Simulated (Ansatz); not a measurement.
CH$_{6}$CdGe (SMILES [CH3][Cd][GeH3]), singlet, at a GFN2-xTB geometry (such geometries of metal compounds can be far from the true shape) (core potentials on Cd); B3LYP/def2-TZVPD (Ansatz, a first-principles code).

Input for Ansatz:
Ansatz 0.2 input:
```yaml
crystal:
  periodic: [false, false, false]
  atoms:
    - {symbol: Cd, position_ang: [-0.33090714, 0.73989264, -0.25587611]}
    - {symbol: C, position_ang: [0.14119707, 1.91997928, -2.03081595]}
    - {symbol: H, position_ang: [-0.33531776, 2.88943024, -2.14128685]}
    - {symbol: H, position_ang: [-0.11329124, 1.31787371, -2.90907288]}
    - {symbol: H, position_ang: [1.22589159, 2.07425089, -2.03158707]}
    - {symbol: Ge, position_ang: [0.38108722, -1.46623271, 0.88239586]}
    - {symbol: H, position_ang: [1.30032503, -2.24824307, -0.06155638]}
    - {symbol: H, position_ang: [1.28354318, -1.52258628, 2.10511926]}
    - {symbol: H, position_ang: [-0.51958142, -2.62600099, 1.26866512]}
basis:
  gaussian:
    orbitals: def2-TZVPD
hamiltonian:
  xc: b3lyp
```

The log (banner, timings and long lists left out):

```
Functional definition: B3LYP
1292 factors; their error is unknown
mean field evaluation 1: about -62211.0054 eV, gradient 6.5e1 eV
mean field evaluation 2: about -62191.2669 eV, gradient 9.7e1 eV
mean field evaluation 4: about -62220.8687 eV, gradient 6.2e0 eV
mean field evaluation 8: about -62220.9498 eV, gradient 3.2e-1 eV
mean field evaluation 16: about -62221.1827 eV, gradient 4.7e-4 eV
mean field -62221.18274861 eV, -2286.5862909788 hartree, gradient 7.3e-5 eV, S^2 0.000000; 0 other end points of the search recorded, 0 dependent functions left out
reference -62221.18304239 eV, -2286.5863017752 hartree; 32, 32 occupied and 153, 153 virtual orbitals, 1292 factors
Total energy: -62221.18304239 eV, -2286.5863017752 hartree
```
